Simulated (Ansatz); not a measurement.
Frontier orbitals of CH₂FGeN.

```tsv
atom	x (Å)	y (Å)	z (Å)
F1	0.2171	1.1917	1.6746
Ge2	-0.1247	1.3084	-0.0524
C3	-0.5274	-1.2381	-0.3600
N4	0.6241	-1.2198	-0.4545
H5	1.3931	1.3644	-0.5300
H6	-1.5822	-1.4066	-0.2777
```

Total charge 0; spin multiplicity 1. Correlated methods include outer-core shells of Ge, which these sets cover unevenly. Scalar relativity is left out up to krypton. The bonds changed during the relaxation, so this is another structure than the one it started from. The structure was optimised at the PBE0-D4/def2-TZVP level. Basis def2-TZVPP, the Gaussian-basis code of Ansatz.

| functional | HOMO (eV) | LUMO (eV) | gap (eV) |
| --- | --- | --- | --- |
| LDA (SPW92) | -6.01 | -3.01 | 3.00 |
| PBE | -5.85 | -2.75 | 3.10 |
| PBE0 | -6.93 | -1.88 | 5.05 |
| LC-ωPBE | -9.44 | 0.36 | 9.80 |
| ωB97M-V | -9.01 | 0.18 | 9.19 |

From PBE to PBE0 the HOMO moves by −1.07 eV and the LUMO by +0.86 eV, and with ωB97M-V by −3.15 and +2.93 eV, so the gap grows from 3.11 to 9.19 eV with exact exchange. A positive LUMO is unbound and depends on the basis.

LC-ωPBE has ω = 0.4 bohr⁻¹.
